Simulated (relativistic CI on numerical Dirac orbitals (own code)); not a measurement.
## d1 to d9 in one octahedral field

Computed with a parametric ligand-field model without spin-orbit coupling, by exact diagonalisation: B = 780, C = 3100, 10Dq = 22200 cm⁻¹ (Oh; |10Dq|/B = 28.5) for every shell. Energies in cm⁻¹; the field energy is (0.6 n_e − 0.4 n_t2) × 10Dq of the ground term; g labels are left out.

```csv
Shell,Ground term,Electrons in e,Field energy,First spin-allowed bands,Lowest term of other spin
d1,2T2,0.000,-8880,2E 22200,
d2,3T1,0.024,-17231,"3T2 20591, 3T1 30683",1T2 11276
d3,4A2,0.000,-26640,"4T2 22200, 4T1 30233",2E 15115
d4,3T1,0.035,-34754,"3E 19509, 3T1 20287",5E 3173
d5,2T2,0.061,-43046,"2A2 18567, 2T1 18848",6A1 3979
d6,1A1,0.044,-52304,"1T1 20247, 1T2 30205",3T1 13519
d7,2E,1.033,-39228,"2T1 20066, 2T2 20711",4T1 7040
d8,3A2,2.000,-26640,"3T2 22200, 3T1 30233",1E 12279
d9,2E,3.000,-13320,2T2 22200,
```

Low spin: d4, d5, d6, d7; the other shells keep the spin of the free ion. Only d4 to d7 can choose; the field needed to pair spins is smallest for d6 and largest for d5, which loses most exchange energy. In the strong-field picture 10Dq must exceed about 6B + 5C = 20180 (d4), 7.5B + 5C = 21350 (d5), 2.5B + 4C = 14350 (d6) and 4B + 4C = 15520 (d7); mixing of terms shifts these bounds somewhat.
